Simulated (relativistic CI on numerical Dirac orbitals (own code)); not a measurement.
Calculated at this level of theory: Dirac-Coulomb-Breit CI, separate exchange-only KLI orbitals for each configuration, model QED, unscaled Slater integrals (own radial code, finite nucleus).

The strongest absorption lines from the ground level of an ion, among the configurations computed and to levels below about 17300 eV (vacuum wavelength in Å, gf): 0.9078 (0.65), 1.0290 (1.3), 1.0295 (1.6), 1.0297 (0.66), 1.0507 (0.66), 1.1903 (1.7), 1.1948 (2.1), 1.1949 (2.7).

Task: Which ion is it?
A. Pt⁶⁷⁺
B. Dy⁵⁷⁺
C. Th⁸¹⁺
D. Pt⁶⁹⁺

Result: D. Pt⁶⁹⁺ has 9 electrons and the ground level 2s²2p⁵ ²P°3/2; the strongest line goes to 2s²2p⁴3d ²D5/2. The pattern of lines fixes the number of electrons, and along that sequence the line energies rise steadily with the charge (about as its square where n changes within one kind of shell, about linearly where n is kept but much faster in heavy ions where fine structure, which grows about as Z⁴, sets the gap, and irregularly where shells cross), which fixes Z. Configurations outside the model, such as inner-shell arrays, can give stronger lines. At this charge energies of transitions that change n are usually good to better than 1 %, and those within a shell (Δn = 0) to a few per cent.

LS names give the leading component of a level, which can be under half, so a name can repeat, a term be missing and a line seem to break the LS rules.
